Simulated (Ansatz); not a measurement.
**Two structures, one formula**

The two ends of one reaction step of CH$_{4}$BBr, singlet (PBE0-D4/def2-TZVP).

A:

```json
{"atom": "B1", "x (Å)": "-0.6065", "y (Å)": "-0.4724", "z (Å)": "1.0244"}
{"atom": "Br2", "x (Å)": "2.5800", "y (Å)": "0.7748", "z (Å)": "-0.8171"}
{"atom": "C3", "x (Å)": "-0.8519", "y (Å)": "-0.0679", "z (Å)": "-0.2695"}
{"atom": "H4", "x (Å)": "1.2322", "y (Å)": "0.3856", "z (Å)": "-0.4361"}
{"atom": "H5", "x (Å)": "-0.3680", "y (Å)": "-0.8102", "z (Å)": "2.1234"}
{"atom": "H6", "x (Å)": "-1.1539", "y (Å)": "0.9467", "z (Å)": "-0.5154"}
{"atom": "H7", "x (Å)": "-0.8318", "y (Å)": "-0.7567", "z (Å)": "-1.1098"}
```

B:

```json
{"atom": "B1", "x (Å)": "0.5064", "y (Å)": "-0.2402", "z (Å)": "0.5954"}
{"atom": "Br2", "x (Å)": "2.1018", "y (Å)": "-1.1502", "z (Å)": "0.0642"}
{"atom": "C3", "x (Å)": "-0.5281", "y (Å)": "0.2619", "z (Å)": "-0.4380"}
{"atom": "H4", "x (Å)": "-0.6682", "y (Å)": "1.3423", "z (Å)": "-0.3068"}
{"atom": "H5", "x (Å)": "0.3765", "y (Å)": "-0.0938", "z (Å)": "1.7718"}
{"atom": "H6", "x (Å)": "-1.5065", "y (Å)": "-0.1781", "z (Å)": "-0.2073"}
{"atom": "H7", "x (Å)": "-0.2819", "y (Å)": "0.0582", "z (Å)": "-1.4796"}
```

Program: Ansatz 0.2.0. Basis: def2-TZVPP. Cores are frozen in the correlated methods. Filled d shells of the heavier atoms are correlated. The def2 sets are not built for correlating such inner shells, so the correlated values are less sure here. B3LYP uses VWN-RPA correlation.

(1) Which structure is lower at CCSD(T), and by how much? (To be estimated.)

No T1 diagnostic of these runs exceeds 0.010.

Answers

(1) The calculation gives: B, by 277.8 kJ/mol (electronic energy, against the other). By their contacts, A is a complex of CH₃B ([BH][CH2]) + HBr and B is CH₄BBr ([CH3][BH][Br]).

All methods give the same order:

```tsv
method	E(B) − E(A) (kJ/mol)
SPW92	-282.8
PBE-D4	-269.4
BLYP-D4	-250.3
r2SCAN-D4	-278.0
B97M-V	-274.0
PBE0-D4	-283.7
B3LYP-D4	-264.7
r2SCAN0-D4	-288.2
BHLYP-D4	-280.9
CAM-B3LYP-D4	-273.2
wB97X-V	-284.9
wB97M-V	-275.0
B2PLYP	-272.6
PBE-QIDH	-294.5
RPA on PBE	-274.5
HF	-283.3
MP2	-286.0
CCSD	-279.9
CCSD(T)	-277.8
```

Labels in which every atom is bracketed show which atoms are joined, not bond orders.

For scale, one of the runs: CCSD(T)/def2-TZVPP, 166 basis functions, launched by `ansatz run in.yaml --threads 2 --pin off --events-out ev --progress --plain --max-ram 4352MiB`. Time: 20 s of wall clock on 2 CPU threads of an Intel Xeon 6975P-C; the host was shared. Peak host memory: 1.5 GiB.
